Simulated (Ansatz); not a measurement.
C2HCl3, charge +1, doublet, geometry from GFN2-xTB (a state made from the parent by changing its charge; the spin is typed, not shown lowest), with bond 4-3 at 1.4 times its length; CASSCF(3,4)/6-31G in Ansatz (an electronic-structure program).

Here is a job for Ansatz.
Ansatz 0.2 input:
```yaml
crystal:
  periodic: [false, false, false]
  atoms:
    - {symbol: Cl, position_ang: [2.15940929, 0.60279308, -0.00249922]}
    - {symbol: C, position_ang: [0.98178668, -0.55736089, -0.02869428]}
    - {symbol: C, position_ang: [-0.37750363, -0.26814148, -0.00495794]}
    - {symbol: Cl, position_ang: [-1.18608790, 1.94626778, 0.07685711]}
    - {symbol: Cl, position_ang: [-1.49420840, -1.53109189, -0.03519440]}
    - {symbol: H, position_ang: [1.30197155, -1.59675592, -0.06647868]}
basis:
  gaussian:
    orbitals: 6-31G
hamiltonian:
  xc: hf
total_charge: 1
correlation: {active_space: {window: {electrons: 3, orbitals: 4}}}
magnetization: {spin_polarized: false, initial_magnetization: 1}
```

It wrote (shortened):

```
Functional definition: HF
708 factors; integrals over basis functions are off by at most 2.5e-4 eV
mean field evaluation 1: about -39565.7786 eV, gradient 3.1e1 eV
mean field evaluation 2: about -39565.7873 eV, gradient 3.1e1 eV
mean field evaluation 4: about -39569.4491 eV, gradient 1.1e1 eV
mean field evaluation 8: about -39570.2295 eV, gradient 3.0e-1 eV
mean field evaluation 16: about -39565.9834 eV, gradient 3.3e1 eV
mean field evaluation 32: about -39569.6734 eV, gradient 1.5e-5 eV
mean field evaluation 64: about -39569.7428 eV, gradient 1.3e-1 eV
mean field evaluation 96: about -39569.6734 eV, gradient 1.2e-4 eV
mean field evaluation 128: about -39568.0789 eV, gradient 6.6e-2 eV
mean field -39570.22976260 eV, -1454.1791221106 hartree, gradient 4.4e-6 eV, S^2 0.750000; 10 other end points of the search recorded, 0 dependent functions left out
reference -39570.22976260 eV, -1454.1791221106 hartree; 32, 31 occupied and 27, 28 virtual orbitals, 708 factors
state -39571.74292624 eV, -1454.2347298484 hartree
Total energy: -39571.74292624 eV, -1454.2347298484 hartree
```
